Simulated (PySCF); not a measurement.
A structure optimised at PBE0-D3(BJ)/def2-SVP, used in a PySCF frequency run:

```
C
C 1 1.3728
O 2 1.3407 1 110.45
C 3 1.3505 2 107.85 1 0.00
C 4 1.3591 3 110.51 2 0.00
H 2 1.0865 3 117.14 4 180.00
H 4 1.0867 3 116.20 2 180.00
H 5 1.0868 4 127.50 7 0.00
C 1 1.4196 2 127.12 6 0.00
C 9 1.2131 2 154.66 6 0.00
H 10 1.0741 2 162.72 6 0.00
```

Task: Write its SMILES, formula and point group.

Result: C#Cc1ccoc1, C6H4O, Cs

Task: What are its rotational constants (standard atomic weights)?

Result: 9.4030, 1.9086, 1.5866 GHz
